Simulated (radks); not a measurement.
Spherical quantum dot in the effective-mass picture: electrons in a parabolic well V = omega^2 r^2 / 2 with omega = 0.189, with a point charge +1 (a donor) at the centre, all in effective atomic units (hartree* = m*/eps^2 hartree, bohr* = eps/m* bohr), one dielectric constant everywhere. Calculated with a radial shooting solver with Libxc functionals: non-relativistic Kohn-Sham, r2SCAN, spin-polarised, spherical densities, generalised Kohn-Sham scheme. Levels are named by radial order and angular momentum (1s, 1p, 1d, 2s, ...), and open shells are averaged over m.

N = 15, configuration 1s2 1p6 1d(up 5, down 0) 2s2. This is the lowest configuration that the search found. Occupied levels:

| level | occupation | eigenvalue (hartree*) | <r> (bohr*) |
|---|---|---|---|
| 1s up | 1 | 2.6108 | 3.352 |
| 1s down | 1 | 2.6140 | 2.877 |
| 1p up | 3 | 2.7053 | 5.607 |
| 2s up | 1 | 2.7354 | 4.509 |
| 1p down | 3 | 2.7392 | 5.370 |
| 2s down | 1 | 2.7659 | 4.797 |
| 1d up | 5 | 2.7836 | 6.112 |

Energy (hartree*): total 22.8783, kinetic 2.3153, external 4.3664, Hartree 19.055, exchange-correlation -2.8588.

Electron density:

| r (bohr*) | n(r) (e/bohr*^3) |
|---|---|
| 0.507 | 0.1626 |
| 1.07 | 0.05958 |
| 1.64 | 0.02490 |
| 2.20 | 0.01262 |
| 2.77 | 0.008611 |
| 3.33 | 0.008097 |
| 3.90 | 0.008721 |
| 4.46 | 0.009388 |
| 5.03 | 0.009496 |
| 5.59 | 0.008741 |
| 6.16 | 0.007182 |
| 6.72 | 0.005173 |
| 7.29 | 0.003246 |
| 7.85 | 0.001756 |
| 8.42 | 0.0008145 |
| 8.98 | 0.0003230 |
| 9.55 | 0.0001098 |
| 10.1 | 0.00003243 |
| 10.7 | 8.135e-06 |
| 11.2 | 1.820e-06 |
